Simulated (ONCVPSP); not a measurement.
## Which change was made? (N, ONCV)

ONCVPSP 4.0.1 input, shortened (lines: element, Z, core and valence counts, functional; n l f; lmax; l rc ep ncon nbas qcut; lloc lpopt rc5 dvloc0; l nproj debl; icmod fcfact rcfact), Wu-Cohen, scalar-relativistic:

```
  N 7.00    1    2  -118130      upf
    1    0    2.00
    2    0    2.00
    2    1    3.00
    2
    0    1.00    0.00    4    7    7.90
    1    2.35    0.00    4    8    6.80
    2    1.90    0.25    3    7    4.40
    4    5    0.75    3.00
    0    2    2.90
    1    2    2.90
    2    2    3.30
    0    0.00    0.00
```

Cutoffs, loose and tight: the cutoffs (Ha) at which the residual kinetic energy of the hardest occupied pseudo-wave falls to 1 and 0.1 mHa per electron. They do not see the model core or the augmentation charge, which bear on the density cutoff. Test errors are all-electron minus pseudo excitation energies from the reference, over the configurations 2s2 2p2; 2s2 2p1; 2s2 2p0; 2s0 2p5; variants that change the core or the reference have their own tests.

The base gives: outcome: generated; cutoff, loose: 28 Ha; cutoff, tight: 63 Ha; bound ghosts: none; GHOST(+) flags above zero: d; largest test error (meV): +2522.

After one change the result is: outcome: generated; cutoff, loose: 25 Ha; cutoff, tight: 32 Ha; bound ghosts: none; GHOST(+) flags above zero: d; largest test error (meV): +3429. Which change was it?
A. all radii scaled by about 1.31 (s 1.32, p 3.08, d 2.50 bohr); local potential polynomial inside 0.98 bohr (lpopt 5, dvloc0 3 Ha)
B. all radii scaled by about 0.86 (s 0.86, p 2.02, d 1.62 bohr); local potential polynomial inside 0.64 bohr (lpopt 5, dvloc0 3 Ha)
C. all radii scaled by about 1.15 (s 1.14, p 2.70, d 2.18 bohr); local potential polynomial inside 0.86 bohr (lpopt 5, dvloc0 3 Ha)

C. The others give: all radii scaled by about 1.31 (s 1.32, p 3.08, d 2.50 bohr); local potential polynomial inside 0.98 bohr (lpopt 5, dvloc0 3 Ha) → outcome: generated; cutoff, loose: 21 Ha; cutoff, tight: 27 Ha; bound ghosts: none; GHOST(+) flags above zero: none; largest test error (meV): +4381 | all radii scaled by about 0.86 (s 0.86, p 2.02, d 1.62 bohr); local potential polynomial inside 0.64 bohr (lpopt 5, dvloc0 3 Ha) → outcome: generated; cutoff, loose: 30 Ha; cutoff, tight: 65 Ha; bound ghosts: none; GHOST(+) flags above zero: d; largest test error (meV): +1747.
